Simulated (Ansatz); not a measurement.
C$_{2}$H$_{9}$NOSi (`C[SiH2]C(N)O`), relaxed with RKS PBE-D4/def2-SVP in the Gaussian-basis code of Ansatz from a rough embedded geometry. The force threshold is 0.03 eV/Å; the program also tests the step.

Charge 0, multiplicity 1.

Start:

```xyz
14

C     0.658   -0.986    1.776
Si   -0.514   -0.106    0.750
C     0.294    0.505   -0.876
N    -0.765    1.096   -1.754
O     0.869   -0.501   -1.700
H     1.569   -0.362    2.062
H     0.241   -1.344    2.743
H     1.088   -1.918    1.289
H    -1.079    1.066    1.527
H    -1.694   -0.986    0.476
H     1.038    1.229   -0.599
H    -1.176    1.907   -1.222
H    -1.404    0.484   -1.930
H     0.875   -0.085   -2.540
```

```
        step  energy (eV)  largest force (eV/Å)  largest move (Å)
           1  -13616.6153                 9.327             0.000
           2  -13617.4205                 1.618             0.197
           3  -13617.5062                 0.412             0.122
           4  -13617.5236                 0.282             0.048
5 (rejected)  -13617.5210                 0.248             0.200
           6  -13617.5306                 0.062             0.088
           7  -13617.5317                 0.078             0.032
           8  -13617.5323                 0.014             0.011
```

End:

```xyz
14

C     0.744   -1.059    1.806
Si   -0.523   -0.112    0.778
C     0.200    0.558   -0.874
N    -0.791    1.107   -1.794
O     0.854   -0.553   -1.470
H     1.557   -0.386    2.147
H     0.287   -1.527    2.701
H     1.196   -1.853    1.179
H    -1.088    1.060    1.547
H    -1.682   -1.001    0.394
H     0.920    1.393   -0.662
H    -1.013    2.086   -1.581
H    -1.671    0.573   -1.772
H     1.010   -0.285   -2.400
```

It took 12 s on 4 threads of an Arm Neoverse V2 on a shared host, with 0.15 GiB of host memory at the peak.
